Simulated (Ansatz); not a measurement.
A structure relaxed at PBE-D4/def2-SVP in Ansatz, charge 0, singlet:

```xyz
13

Zn   -1.1173   -3.3868    0.5346
Zn    1.4064    1.7975   -1.3532
Zn    0.5625   -1.8957   -1.3314
Zn   -0.6018    0.0829    0.8817
Zn   -0.3147    2.9532    1.2531
O     0.2744    1.5769    0.0915
O    -0.4798   -1.6341    0.2245
Cl   -2.3193   -4.5690    1.8214
Cl    2.5502    3.2486   -2.4096
Cl   -0.2236    5.0362    1.6501
Cl   -1.5700    1.3038    2.5374
Cl    1.7137   -0.3912   -2.4598
Cl    0.1193   -4.1224   -1.4402
```

**Question.** Give its formula.

**Answer.** the cluster Zn₅Cl₆O₂ (the lowest singlet isomer of a short search).

**Question.** Summarise the bond lengths by kind (pairs closer than 1.2 times the sum of covalent radii, bridged metal pairs left out).

**Answer.** 9 × Cl–Zn 2.12 to 2.47 Å; 6 × O–Zn 1.84 to 1.90 Å.

The structure comes from a short search, and lower isomers may exist.
